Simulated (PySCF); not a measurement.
**Vibration and rotation of SiBi⁺**

UHF-CCSD(T) constants of SiBi⁺, ³Σ⁻ (triplet), unpaired electrons π ↑↑ (Si cc-pV(D+d)Z, Bi cc-pVDZ-PP with ECP60; scalar-relativistic core potentials (PySCF 2.14); masses 27.9769 and 208.9804 u):

```
ωe   : 306.2 cm⁻¹
ωexe : 1.01 cm⁻¹
Be   : 0.097563 cm⁻¹
αe   : 0.000421 cm⁻¹
```

Problem. What force constant and bond length do these constants imply?

Solution. Reduced mass μred = 24.674 u; k = 5.8918×10⁻⁷·μred·ωe² (u, cm⁻¹, mdyn/Å) = 1.36 mdyn/Å; Re = √(16.8576/(μred·Be)) (u, cm⁻¹, Å) = 2.646 Å.

Problem. Estimate the centrifugal constant D from the Kratzer relation and find the Dunham coefficient a1.

Solution. D = 4Be³/ωe² = 3.96e-08 cm⁻¹; a1 = −1 − αeωe/(6Be²) = -3.26.

Correlated steps freeze 9 core orbitals. Spin–orbit coupling is left out, which matters for elements this heavy, above all for dissociation energies. The state was picked by a PBE0 search and need not be the measured ground state.
